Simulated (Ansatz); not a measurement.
The first iterations of a band of ClH + H6OW (10 atoms, charge 0, multiplicity 1).

Level of theory: Ansatz 0.2.0, RKS PBE0/def2-mTZVP.

* movable images: 1
* climbing image: yes
* spring: 5.0 eV/Å²
* optimiser: quadratic models (default)
* start path: through a guess of the saddle point
* force threshold: 0.05 eV/Å
* iteration limit: 60
* end points: relaxed

First end point:

```xyz
10
Properties=species:S:1:pos:R:3
W -0.210 -0.118 -0.129
O 0.192 0.344 1.622
H -0.281 -0.011 2.388
H 1.158 -0.054 -1.114
H -0.158 1.224 -1.153
H -1.721 0.447 -0.652
H 0.418 -1.627 -0.581
H -1.373 -1.329 -0.344
Cl 2.191 2.107 3.525
H 1.563 1.534 2.540
```

Last end point:

```xyz
10
Properties=species:S:1:pos:R:3
W 0.447 0.578 0.053
O -0.254 -0.268 2.103
H -0.737 0.389 2.616
H 1.682 -0.324 0.821
H -0.711 1.597 0.794
H -1.126 0.020 -0.169
H 0.247 -1.081 -0.155
H 0.060 0.076 -1.493
Cl 1.681 2.100 -1.111
H 0.488 -0.568 2.641
```

| iteration | highest image above the first end (eV) | largest band force component (eV/Å) |
| --- | --- | --- |
| 1 | 7.242 | 5.577 |
| 2 | 4.850 | 4.577 |
| 3 | 3.058 | 1.978 |
| 4 | 1.766 | 1.781 |
| 5 | 0.933 | 0.861 |
| 6 | 0.525 | 1.302 |
| 7 | 0.170 | 1.112 |
| 8 | 0.000 | 1.501 |
| 9 | 0.000 | 1.033 |
| 10 | 0.000 | 0.751 |
| 11 | 0.000 | 0.323 |
| 12 | 0.000 | 0.996 |
| 13 | 0.000 | 1.269 |
| 14 | 0.300 | 1.422 |
| 15 | 0.646 | 1.621 |
| 16 | 0.746 | 1.565 |
| 17 | 0.977 | 1.666 |
| 18 | 1.160 | 1.323 |
| 19 | 1.175 | 1.552 |
| 20 | 1.116 | 1.684 |

Does the band converge within its limit, and where does its top end?

The run ended unconverged. It ended after 60 iterations with the highest image 2.631 eV above the first end. The band didn't meet its force threshold, so its energies are provisional: the largest band force was still 0.32 eV/Å, and over the last iterations the top moved between 2.63 and 2.72 eV. Neighbouring images lie up to 9.7 Å apart, so the band is torn or far too coarse. So few images can step over the top or miss a turn of the path. The orbitals stay closed-shell, which can raise the energy where a bond breaks towards radicals; this wasn't checked here.

The run took 3.4 min on 2 threads of Arm Neoverse V1 (shared host), peak memory 0.23 GiB.
